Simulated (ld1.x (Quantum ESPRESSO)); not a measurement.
## osmium: excitation energies, all-electron against PAW

ld1.x (Quantum ESPRESSO) 7.5 input, shortened:

```
&input
   title='Os', zed=76., rel=1, dft='PBE', iswitch=3,
   config='[Xe] 4f14 5d6 6s1 6p1'
 /
 &inputp
   pseudotype=3, lpaw=.true., tm=.true., lloc=-2, rcloc=3.45,
   nlcc=.true., new_core_ps=.true.,
   which_augfun='PSQ', rmatch_augfun_nc=.true.
 /
6
6S  1  0   1.00   0.00  1.95  2.60  0.0
6S  1  0   0.00   1.40  1.95  2.60  0.0
6P  2  1   1.00   0.00  2.90  3.50  0.0
6P  2  1   0.00   0.40  2.90  3.50  0.0
5D  3  2   6.00   0.00  1.60  1.80  0.0
5D  3  2   0.00   3.60  1.60  1.80  0.0
 &test
   configts(1)='5d6 6s1 6p1'
 /
```

Energies are relative to the spin-unpolarised reference configuration 5d6 6s1 6p1; without spin polarisation the order of configurations can differ from experiment. The frozen-core shift is the all-electron ΔE with the core orbitals held at their reference shape minus the fully relaxed ΔE.

Q: Give the all-electron excitation energy and the error of the potential for: 5d6 6s2 6p0; 5d6 6s1 6p0; 5d6 6s0 6p0; 5d5 6s2 6p0; 5d6 6s0 6p2; 5d5 6s2 6p1; 5d7 6s1 6p0.

A:

| valence configuration | charge | ΔE all-electron (eV) | error AE − PS (meV) | frozen-core shift (meV) |
| --- | --- | --- | --- | --- |
| 5d6 6s2 6p0 | 0 | -5.057 | +0.5 | -0.7 |
| 5d6 6s1 6p0 | +1 | 4.519 | -2.7 | +2.5 |
| 5d6 6s0 6p0 | +2 | 21.434 | -16 | +11 |
| 5d5 6s2 6p0 | +1 | 6.021 | -30 | +31 |
| 5d6 6s0 6p2 | 0 | 5.397 | -2.1 | +1.9 |
| 5d5 6s2 6p1 | 0 | 1.047 | -27 | +32 |
| 5d7 6s1 6p0 | 0 | -4.740 | -29 | +29 |

Levels in the configuration 5d6 6s2 6p0:

| level | all-electron (eV) | pseudo (eV) |
| --- | --- | --- |
| 5d | -6.255 | -6.250 |
| 6s | -6.147 | -6.144 |

A variational frozen-core shift is positive and of second order in the change. This column holds negative values, so the frozen-core run of ld1.x carries numerical noise or an error of first order here, and the column gives no more than the rough size of the effect.
